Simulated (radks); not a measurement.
Species: Fe2+. Configuration: [Ar] 3d6.

Method: scalar-relativistic Kohn-Sham, LDA (Slater exchange, Perdew-Wang correlation), spin-polarised, spherical densities, finite nucleus; open shells are filled with parallel spins first; Fermi nuclear charge, rms radius 3.7377 fm; computed with a radial shooting solver on a logarithmic mesh with Libxc functionals.

Energy parts (eV):
total: -34541.753
kinetic: 34939.558
electron-nucleus: -82229.552
Hartree: 14190.415
exchange-correlation: -1442.174

Orbitals (lengths in bohr, moments of r in powers of bohr; r(90%) holds 90 % of the orbital's charge):
orbital  occ.  eigenvalue (eV)     <r^2>      <r>       <r^4>  r(90%)
1s up       1        -7001.363  0.004611  0.05855  0.00005464   0.105
1s down     1        -7001.352  0.004611  0.05855  0.00005464   0.105
2s up       1        -836.4899   0.08464   0.2677     0.01251   0.415
2s down     1        -834.4658   0.08439   0.2673     0.01243   0.414
2p up       3        -716.4142   0.06847   0.2360    0.009544   0.387
2p down     3        -714.8522   0.06820   0.2356    0.009460   0.386
3s up       1        -113.5717    0.7616   0.8120      0.9430    1.22
3s down     1        -109.3664    0.7680   0.8151      0.9630    1.22
3p up       3         -79.9670    0.8667   0.8571       1.319    1.32
3p down     3         -75.8667    0.8796   0.8628       1.370    1.33
3d up       5         -27.4089     1.459    1.063       5.189    1.83
3d down     1         -23.6813     1.624    1.114       6.742    1.94

The highest occupied level is 3d down at -23.681 eV. The spin density at the nucleus is -1.056 e/bohr^3 (1s -0.075, 2s -1.970, 3s 0.989). For comparison, the ionisation energy in NIST's Atomic Spectra Database is 30.65 eV (measured). In exact Kohn-Sham theory the highest level is minus the ionisation energy, but local and semilocal functionals leave it too shallow, through self-interaction and a potential that decays too fast; potentials with the right tail come closer.
